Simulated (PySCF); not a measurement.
Species: CH6BNS.
Z-matrix (Å and degrees, PBE0-D3(BJ)/def2-SVP geometry), rows numbered from 1:
```
C 
S   1  1.8160
B   2  1.8106  1  102.12
N   3  1.3962  2  120.58  1   179.95
H   1  1.0982  2  107.19  3   175.78
H   1  1.0980  2  111.14  3    56.98
H   1  1.0983  2  111.14  3   -65.43
H   3  1.2097  2  119.59  1    -0.09
H   4  1.0117  3  123.99  2    -0.02
H   4  1.0102  3  122.11  2   179.91
```

Computed with PySCF at PBE0/pcSseg-1 and wB97X-D/def2-SVPD, non-relativistic, on one gas-phase PBE0-D3(BJ)/def2-SVP geometry that isn't relaxed in the solvent. The solvent is an IEF-PCM continuum (Bondi radii, 1.10 Å for H, scaled by 1.2). Only the electrostatic response of the medium enters.

Gas phase at PBE0/pcSseg-1: HOMO -6.64 eV, LUMO 0.60 eV, dipole 1.37 D.

What does the continuum do to the energy, the frontier levels and the dipole at PBE0/pcSseg-1 in acetonitrile and dimethylsulfoxide?

```tsv
solvent	ε	E(solvent) − E(gas) (kcal/mol)	polarisation term (kcal/mol)	distortion of the solute (kcal/mol)	HOMO (eV)	LUMO (eV)	dipole (D)
acetonitrile	35.69	-4.89	-5.51	0.62	-6.80	0.52	1.75
dimethylsulfoxide	46.83	-4.94	-5.57	0.63	-6.80	0.52	1.76
```

The polarisation term is half the interaction of the solute with the surface charges that it induces; the rest is the cost of distorting the solute's density. The sum is the electrostatic part of solvation alone. From acetonitrile to dimethylsulfoxide the lowering changes by a factor 1.01, Onsager's factor (ε − 1)/(2ε + 1) by 1.01 and ε itself by 1.3.

Which radius a makes the point-dipole formula ΔE = −[(ε − 1)/(2ε + 1)]·μ²/a³ give the value in dimethylsulfoxide, with the gas-phase dipole?

μ = 0.539 au and |ΔE| = 0.00788 Eh give a = 1.38 Å; the farthest nucleus lies 3.00 Å from the centroid of the nuclei, so such a sphere wouldn't even hold the nuclei. The formula assumes a rigid point dipole at the centre of a sphere.

Which Mulliken charges (PBE0/pcSseg-1) respond most in acetonitrile (means over atoms taken as equivalent)?

```
   atoms               environment  gas (e)  solvent (e)  change
      S2  sulfur bonded to B and C   -0.225       -0.282  -0.057
  H9/H10              N–H hydrogen   +0.198       +0.221  +0.023
      B3    three-coordinate boron   +0.224       +0.204  -0.020
H5/H6/H7           methyl hydrogen   +0.152       +0.163  +0.011
      H8              B–H hydrogen   +0.003       +0.001  -0.002
      N4      boron-bound nitrogen   -0.461       -0.459  +0.002
      C1           S-methyl carbon   -0.395       -0.396  -0.001
```

Gas phase at wB97X-D/def2-SVPD: HOMO -8.51 eV, LUMO 1.79 eV, dipole 1.23 D.

What does the continuum do to the energy, the frontier levels and the dipole at wB97X-D/def2-SVPD in acetonitrile?

```csv
solvent,ε,E(solvent) − E(gas) (kcal/mol),polarisation term (kcal/mol),distortion of the solute (kcal/mol),HOMO (eV),LUMO (eV),dipole (D)
acetonitrile,35.69,-4.79,-5.48,0.69,-8.66,1.89,1.65
```

How does the static polarisability (wB97X-D/def2-SVPD, frozen core, with the continuum's full static response) change?

| medium | isotropic (au) | principal values (au) | ⟨r²⟩ of the electrons (bohr²) |
| --- | --- | --- | --- |
| gas | 58.5 | 45.4, 55.2, 75.0 | 472.4 |
| acetonitrile | 79.1 | 64.0, 76.4, 96.9 | 471.1 |

The isotropic value in acetonitrile is 1.35 times the gas-phase one; no cavity-field correction is applied. ⟨r²⟩ is taken about the centre of nuclear charge.

wB97X-D is run here without its empirical dispersion term; that term would change no orbital, density or response property at a fixed geometry.
